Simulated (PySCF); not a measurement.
CH7Cl2NSi2 (SMILES C[SiH2]N[SiH](Cl)Cl), singlet, at a GFN2-xTB geometry, atoms displaced at random by about 0.03 Å a coordinate; HF/STO-3G, gradient (PySCF).

Here is a job for PySCF.
```python
from pyscf import gto, scf

mol = gto.M(
    atom='''
Si    0.88888835   -0.44502149    0.28259097
Cl    1.95388984   -1.11614016   -1.24414617
Cl    1.44846244    1.43262995    0.80284344
N    -0.74438558   -0.44998225   -0.12749401
Si   -2.06807325    0.48074164    0.49205241
C    -3.63114191   -0.21248039   -0.33216849
H     1.20169633   -1.23734825    1.48045757
H    -0.96809674   -1.12936607   -0.83712502
H    -1.97059005    0.39308532    1.96502016
H    -1.83160171    1.92736645   -0.02568994
H    -4.46209383    0.33960543    0.02748669
H    -3.77387583   -1.29613141    0.01078930
H    -3.58089367   -0.14941306   -1.38040867
''',
    basis='sto-3g',
    verbose=3,
)

mf = scf.RHF(mol)
mf.conv_tol = 1e-11
mf.kernel()
g = mf.nuc_grad_method()
grad = g.kernel()
```

The log (banner, timings and long lists left out):

```
converged SCF energy = -1575.75172887059
--------------- RHF gradients ---------------
         x                y                z
0 Si     0.0330266295     0.0202705761    -0.0671722668
1 Cl    -0.0341088663     0.0213733712     0.0466682123
2 Cl    -0.0098174357    -0.0325840465    -0.0062002483
3 N     0.0008578008     0.0035012474    -0.0009196297
4 Si    -0.0108367816    -0.0460054835     0.0192815849
5 C    -0.0250499160     0.0475008849    -0.0691671734
6 H     0.0020093893    -0.0093069846     0.0213423479
7 H     0.0042076085     0.0027820573     0.0061934278
8 H     0.0106786849    -0.0048154038     0.0275413462
9 H     0.0136366960     0.0512643538    -0.0270831256
10 H     0.0207308357    -0.0095623298    -0.0013471570
11 H    -0.0040891338    -0.0452168780     0.0218837308
12 H    -0.0012455113     0.0007986354     0.0289789507
----------------------------------------------
```
